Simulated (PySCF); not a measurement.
C₃H₆OSi, SMILES C#C[Si@@H](C)O.

Geometry optimised at r2SCAN-D4/def2-SVP. The structure was generated by enumeration; whether it is a known compound was not checked. The values are those of a single conformer.

Method: SMD-B3LYP/def2-SVP run with PySCF.

Solvation free energies are E(SMD) − E(gas) at the gas-phase geometry, for 1 M in both phases. In vacuum the dipole moment is 0.95 D.

Question: Estimate the solvation free energies in water, chlorobenzene, cyclohexanone. (The exact figures need the calculation; the answer reports its results.)

Answer: 
| solvent | ΔG(solv) (kcal/mol) | its non-electrostatic (CDS) part | dipole (D) |
|---|---|---|---|
| water | -2.2 | 5.8 | 1.26 |
| chlorobenzene | -3.3 | 0.7 | 1.07 |
| cyclohexanone | -3.0 | 1.8 | 1.10 |
